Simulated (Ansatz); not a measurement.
Consider the formal exchange of groups at the Si–O bond: `CO[SiH](O)C=O` + `[SnH4]` → `O=C[SiH](O)[SnH3]` + CH₃OH.

Calculated with Ansatz (gas phase, PBE0-D4/def2-TZVP geometries, no zero-point term in ΔE). CBS: MP2 limit from def2 TZ/QZ plus the TZ coupled-cluster correction, frozen cores. This one scheme is used for every species. DFT in def2-TZVPP. def2 core potentials past Kr. For Sn outer-core shells are correlated without core-valence functions, which leaves a few kJ/mol of doubt a bond. Each species was taken in one conformer, which may not be the lowest.

| species | r2SCAN energy (Eh) |
| --- | --- |
| `CO[SiH](O)C=O` | -595.00785 |
| `[SnH4]` | -216.74226 |
| `O=C[SiH](O)[SnH3]` | -696.00668 |
| CH₃OH | -115.70575 |

(1) Work out ΔE.

Largest T1 diagnostic among the species: 0.015.

## Answers

(1) ΔE = (-696.00668) + (-115.70575) − (-595.00785) − (-216.74226) = 0.03768 Eh = +98.9 kJ/mol. CCSD(T)/CBS gives +100.9 kJ/mol.

From PBE to PBE0 (25 % exact exchange), in def2-TZVPP and without D4, ΔE moves by +9.5 kJ/mol. In def2-TZVPP, CCSD(T) changes the Hartree–Fock value by −19.2 kJ/mol (the triples alone add −2.4 kJ/mol) and MP2 by −19.5 kJ/mol.
